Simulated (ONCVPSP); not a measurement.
**What the settings do to the ONCV potential of tungsten (W)**

Base potential:

ONCVPSP 4.0.1 input, shortened (lines: element, Z, core and valence counts, functional; n l f; lmax; l rc ep ncon nbas qcut; lloc lpopt rc5 dvloc0; l nproj debl; icmod fcfact rcfact), LDA (Perdew-Wang 92), scalar-relativistic:

```
  W 74.00   11    4  -001012      upf
    1    0    2.00
    2    0    2.00
    2    1    6.00
    3    0    2.00
    3    1    6.00
    3    2   10.00
    4    0    2.00
    4    1    6.00
    4    2   10.00
    4    3   14.00
    5    0    2.00
    5    1    6.00
    5    2    4.00
    6    0    1.00
    6    1    1.00
    3
    0    2.70    0.00    5    9    1.90
    1    1.75    0.00    4    8    9.80
    2    2.10    0.00    4    9    7.60
    3    2.15    0.18    5   10    5.50
    4    5    1.45    6.00
    0    2    3.10
    1    3    0.90
    2    2    1.30
    3    3    1.80
    0    0.00    0.00
```

Cutoffs, loose and tight: the cutoffs (Ha) at which the residual kinetic energy of the hardest occupied pseudo-wave falls to 1 and 0.1 mHa per electron. They do not see the model core or the augmentation charge, which bear on the density cutoff. Test errors are all-electron minus pseudo excitation energies from the reference, over the configurations 5p6 5d4 6s2 6p0; 5p6 5d4 6s1 6p0; 5p6 5d4 6s0 6p0; 5p6 5d3 6s2 6p0. A dash means not determined; rows that change the core or the reference have their own tests.

For the base: The cutoffs count occupied waves only; projector 3 of the f channel, the hardest unoccupied one, needs 134 Ha at the loose tolerance.

A true bound ghost makes a file unfit for plane-wave use even where its test errors are small: the radial tests pick states by their node count and pass the ghost by.

```csv
change,outcome,"cutoff, loose","cutoff, tight",bound ghosts,GHOST(+) flags above zero,largest test error (meV)
base,generated,26 Ha,31 Ha,f,s,-22
d: rc 1.54,generated,26 Ha,31 Ha,f,s,-21
d: rc 1.8,generated,26 Ha,31 Ha,f,s,-21
d: rc 2.04,generated,26 Ha,31 Ha,f,s,-22
d: rc 2.4,generated,26 Ha,31 Ha,f,s,-21
```

Task: What comes out with this change to the base: d: rc 2.98?

Result: outcome: generated; cutoff, loose: 26 Ha; cutoff, tight: 31 Ha; bound ghosts: f; GHOST(+) flags above zero: s; largest test error (meV): -5.9.

Task: What comes out with this change to the base: d: rc 2.78?

Result: outcome: generated; cutoff, loose: 26 Ha; cutoff, tight: 31 Ha; bound ghosts: f; GHOST(+) flags above zero: s; largest test error (meV): -16.

Reading the sweep of the d radius (base included, trends over the rows without a ghost): Bound ghosts are found at 1.54, 1.8, 2.04, 2.1, 2.4, 2.78, 2.98 bohr. Every judged row has one, so this setting neither creates nor removes them.
